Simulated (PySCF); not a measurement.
C₄H₁₀Sn, SMILES C[CH2][SnH2][CH]=C. Heavy atoms are numbered as in [SnH2:1]([CH:2]=[CH2:3])[CH2:4][CH3:5]. Hydrogens are named by the atom that carries them.

Geometry optimised at B3LYP-D3(BJ)/def2-SVP. The def2 effective core potentials stand for the cores of Sn; spin–orbit coupling is left out. One conformer was computed; it need not be the lowest.

These are ωB97X/def2-TZVP (PySCF) values and carry that method's errors.

ESP charges are fitted to the potential on shells at 1.4 to 2.0 van der Waals radii. Atomic charges (e), one atom of each kind:

```
atom        Löwdin  Mulliken  ESP fit
----------  ------  --------  -------
Sn1 (SnH2)    0.54      0.68      [?]
C2 (CH)      -0.36     -0.42    -0.32
C3 (CH2)     -0.24     -0.27    -0.36
C4 (CH2)     -0.46     -0.45      [?]
C5 (CH3)     -0.35     -0.35    -0.31
H on Sn1     -0.06     -0.09      [?]
H on C2       0.13      0.13     0.17
H on C3       0.12      0.13     0.17
H on C4       0.13      0.12      [?]
H on C5       0.12      0.12      [?]
```

### Question
Some entries are withheld; supply them. (An estimate is asked for; the answer gives what the named calculation found.)

### Answer

- Sn1 (SnH2), ESP fit: 0.44
- C4 (CH2), ESP fit: -0.04
- H on Sn1, ESP fit: -0.12
- H on C4, ESP fit: 0.03
- H on C5, ESP fit: 0.08
